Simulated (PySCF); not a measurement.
Al(F)(NCO)(OMe) (C2H3AlFNO2), SMILES O=C=[N][Al]([O]C)[F]. Atoms are numbered in the order given.

```xyz
10

Al    -0.4749    -0.5926     0.3092
F     -1.1229    -1.2984     1.6577
N      0.5844     0.8043     0.5051
C      1.2970     1.7540     0.6919
O      1.9910     2.6779     0.8653
O     -0.8482    -1.2255    -1.1960
C     -0.5520    -0.9543    -2.5371
H     -0.0560    -1.8237    -3.0020
H     -1.4801    -0.7556    -3.1002
H      0.1131    -0.0785    -2.6543
```
Charge 0, spin multiplicity 1.

Geometry: ωB97X-D3(BJ)/def2-SVP. The structure was generated by enumeration; whether it is a known compound was not checked. The values are those of a single conformer.

These are PySCF with B3LYP/def2-TZVP values and carry that method's errors.

ESP charges are fitted to the potential on shells at 1.4 to 2.0 van der Waals radii. Atomic charges (e):

```
atom  meta-Löwdin  Mulliken  Löwdin  ESP fit
----  -----------  --------  ------  -------
Al1          1.32      0.68    0.00     1.31
F2          -0.53     -0.34   -0.01    -0.47
N3          -0.53     -0.27    0.08    -0.71
C4           0.51      0.30   -0.33     0.64
O5          -0.36     -0.21    0.18    -0.38
O6          -0.63     -0.34    0.09    -0.56
C7          -0.09     -0.15   -0.35    -0.06
H8           0.11      0.11    0.11     0.09
H9           0.11      0.11    0.11     0.09
H10          0.09      0.10    0.10     0.05
```
